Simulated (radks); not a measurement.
Task: The table gives one normalised radial function P(r) = r R(r) of Li+ in 1s1.5 2s0.5 (r in bohr). All-electron calculation, scalar-relativistic Kohn-Sham, PBEsol, spin-polarised, spherical densities, point nucleus; open shells are filled with parallel spins first. Program: a radial shooting solver on a logarithmic mesh with Libxc functionals.

r,P
0.046,0.3839
0.05618,0.4548
0.06862,0.5352
0.08382,0.6247
0.1024,0.7220
0.125,0.8245
0.154,0.9322
0.188,1.0303
0.2297,1.1150
0.2805,1.1764
0.3426,1.2040
0.4185,1.1882
0.5111,1.1226
0.6293,1.0011
0.7686,0.8408
0.9388,0.6548
1.147,0.4658
1.401,0.2973
1.711,0.1668
2.089,0.0799
2.572,0.0301
3.142,0.0091
3.838,0.0021
4.687,0.0003
5.725,0.0000
6.993,0.0000
8.541,0.0000

Which n and l does it have? It may be an empty orbital.

Result: n = 1, l = 0: the number of nodes gives n - l - 1 = 0, the rise at small r (about r^(l+1)) gives l, and the extent must fit the shell. The curve is that of 1s down; the table hardly tells the two spins apart. 1s down: eigenvalue -69.584 eV, 0 radial nodes, <r> = 0.557 bohr, 90 % of the charge inside 1.00 bohr.
